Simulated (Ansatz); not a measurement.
System: sum formula H8Si3NO (charge 0, doublet). It need not be the lowest isomer of its formula. SMILES: N([SiH3])[SiH2]O[SiH2]
Geometry from a B3LYP-D3(BJ)/def2-TZVP (Ansatz, an electronic-structure program) optimisation:
```
N
H 1 1.0111
Si 1 1.7190 2 115.65
O 3 1.6456 1 113.07 2 91.63
Si 4 1.6420 3 143.26 1 41.79
Si 1 1.7332 2 116.40 3 172.47
H 3 1.4755 4 106.72 5 161.13
H 3 1.4763 7 112.45 4 -117.77
H 6 1.4799 1 106.50 2 -171.49
H 6 1.4826 9 109.55 1 -120.71
H 6 1.4829 9 109.44 10 -117.87
H 5 1.4877 4 107.99 3 -160.21
H 5 1.4921 12 110.15 4 -119.95
```
Charge 0, spin multiplicity 2.

Atomisation energy built up term by term with Ansatz (kcal/mol; UHF references for open shells; valence terms freeze the core; atomic spin-orbit terms are left out). CBS marks a two-point X^-3 extrapolation of the correlation energy; Hartree-Fock from the larger set.

```json
[
 {"term": "Hartree-Fock", "basis": "cc-pV(Q+d)Z", "kcal/mol": "760.02"},
 {"term": "CCSD correlation", "basis": "CBS(cc-pV(T+d)Z,cc-pV(Q+d)Z)", "kcal/mol": "253.91"},
 {"term": "(T)", "basis": "CBS(cc-pV(T+d)Z,cc-pV(Q+d)Z)", "kcal/mol": "12.93"},
 {"term": "core correlation", "basis": "cc-pwCVTZ", "kcal/mol": "0.52"},
 {"term": "scalar relativity (X2C)", "basis": "cc-pVTZ-DK against cc-pVTZ", "kcal/mol": "-2.72"},
 {"term": "sum: De", "basis": "", "kcal/mol": "1024.7"}
]
```

(T) makes 1.3 % of the CCSD(T) atomisation energy; under 5 % is typical of single-reference molecules.
